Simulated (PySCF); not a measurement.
Isomers of H2F2Si2. Isolated molecules, 0 K electronic values unless said otherwise. Strings in code marks are SMILES.

Method: PySCF with PBE-D3(BJ)/def2-TZVP // ωB97X-D3(BJ)/def2-TZVP. Excitations are Tamm–Dancoff values on a coarser integration grid. The basis has no diffuse functions, so Rydberg states are missing or too high.

```csv
species,LUMO (eV),brightest of the four lowest singlets (TDA) (eV)
`F/[SiH]=[SiH]/F`,[?],4.48
`F/[SiH]=[SiH]\F`,-3.18,4.65
`F[Si](F)=[SiH2]`,-3.02,4.45
```

Problem. Fill in the missing entries.

Solution. 
- `F/[SiH]=[SiH]/F`, LUMO (eV): -3.15
